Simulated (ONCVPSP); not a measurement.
## Pseudopotential generation for osmium (Os): ONCV, PBE, scalar-relativistic.

Os, optimised norm-conserving Vanderbilt (ONCV), made with ONCVPSP 4.0.1 (PBE, scalar-relativistic). Core [Kr] 4d10 4f14, reference 5s2 5p6 5d6 6s2. Waves: 5s+6s: rc 1.80 bohr, ncon 5, nbas 8, qcut 8.3 1/bohr, 2 projectors; 5p: rc 1.60 bohr, ncon 5, nbas 9, qcut 10.6 1/bohr, 2 projectors, debl 1.4 Ha; 5d: rc 2.35 bohr, ncon 4, nbas 9, qcut 5.5 1/bohr, 2 projectors, debl 2 Ha. Local part: polynomial inside 1.15 bohr (lpopt 1, dvloc0 3 Ha). Core correction: none.

In the p channel the program set the typed energies aside and used -1.868, 0.250 Ha.

All-electron outer shells of the reference configuration (PBE, scalar-relativistic, ld1.x):

| shell | level (eV) | outermost node (bohr) | outermost maximum (bohr) |
| --- | --- | --- | --- |
| 5s | -91.55 | 0.51 | 0.91 |
| 4f | -51.98 | – | 0.40 |
| 5p | -50.84 | 0.55 | 1.03 |
| 5d | -6.25 | 0.60 | 1.36 |
| 6s | -6.15 | 1.20 | 2.48 |

Q: Estimate the cutoffs (Ha) at which the residual kinetic energy of the hardest occupied pseudo-wave falls to 1 and 0.1 mHa per electron.

A: 37 Ha and 44 Ha.

Q: What does a ghost test show?

A: No bound ghost flagged; GHOST(+) flagged for s at 267.2 eV.

Q: Which valence shell sets the plane-wave cutoff?

A: 5p: 37 Ha for 1 mHa per electron, against 25 Ha for 5s.

Q: Tests: 5s2 5p6 5d6 6s1; 5s2 5p6 5d6 6s0; 5s2 5p6 5d5 6s0; 5s2 5p6 5d6.5 6s1.5. Which has the largest error in its energy relative to the reference configuration, and how large is it?

A: 5s2 5p6 5d5 6s0, with -11 meV (all-electron minus pseudo) on +55.34 eV.
